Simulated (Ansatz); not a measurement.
Basis-set series for F₂H₂HfSe₂ (`[F][Hf]([F])([SeH])[SeH]`). The species carries charge 0 and has multiplicity 1. Hf: def2 effective core potential. All single points use the PBE0-D4/def2-TZVP geometry. It is one conformer, not always the lowest.

```
functional       basis  functions  energy (Eh)  HOMO (eV)  LUMO (eV)
   PBE0-D4  def2-TZVPP        242  -5051.62086      -7.52      -1.90
   PBE0-D4  def2-QZVPP        433  -5051.73319      -7.53      -1.91
   ωB97M-V  def2-TZVPP        242  -5051.98854      -9.63       0.09
   ωB97M-V  def2-QZVPP        433  -5052.09677      -9.64       0.06
```

(1) Give the rows for def2-SVP. (Estimate.)

Answers

(1) Computed: 
```
functional     basis  functions  energy (Eh)  HOMO (eV)  LUMO (eV)
   PBE0-D4  def2-SVP        134  -5050.76869      -7.49      -1.91
   ωB97M-V  def2-SVP        134  -5051.13298      -9.58       0.11
```

Positive LUMOs are unbound and depend on the basis. Scalar relativity is left out up to krypton.
